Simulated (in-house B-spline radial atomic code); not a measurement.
Ionisation energies along the 4-electron series, configuration [He] 2s2, as differences of self-consistent energies. NIST's values go from ground level to ground level; the uncertainty of those that are theory runs from under 0.1 % in few-electron ions to several per cent in heavy many-electron ones. Computed with an all-electron radial atomic-structure program (B-spline basis): non-relativistic Hartree-Fock, average of the configuration, point nuclei.

```
  ion  configuration after  ionisation energy (eV)  IE/(q+1)² (eV)  -ε less Coulomb ΔSCF (eV)  tabulated value (eV)  tabulated kind  computed minus tabulated (eV)
   Be             [He] 2s1                     8.0          8.0445                     0.3712              9.322699        measured                           -1.3
   B+             [He] 2s1                    23.4          5.8612                    0.33303              25.15483        measured                           -1.7
  C2+             [He] 2s1                    45.8          5.0868                    0.31604              47.88778        measured                           -2.1
  N3+             [He] 2s1                    75.0          4.6863                     0.3067               77.4735        measured                           -2.5
  O4+             [He] 2s1                   111.0          4.4405                    0.30089               113.899        measured                           -2.9
  F5+             [He] 2s1                   153.9          4.2741                    0.29698              157.1631        measured                           -3.3
 Ne6+             [He] 2s1                   203.5          4.1538                    0.29419               207.271        measured                           -3.7
 Mg8+             [He] 2s1                   323.3          3.9915                     0.2905                327.99  semi-empirical                           -4.7
 Al9+             [He] 2s1                   393.4          3.9341                    0.28923                398.65  semi-empirical                           -5.2
Si10+             [He] 2s1                   470.3          3.8869                     0.2882               476.273  semi-empirical                           -6.0
 P11+             [He] 2s1                   554.0          3.8474                    0.28735                560.62  semi-empirical                           -6.6
 S12+             [He] 2s1                   644.5          3.8138                    0.28664                651.96  semi-empirical                           -7.4
Cl13+             [He] 2s1                   741.9           3.785                    0.28604                750.23  semi-empirical                           -8.4
```

Task: How far is this level of theory from the measured and semi-empirical values?

Result: Over those 13 rows the differences run from -8.38 to -1.28 eV (mean absolute value 4.3 eV). The calculation leaves out relativity, correlation and, in open shells, the multiplet splittings that an average leaves out.
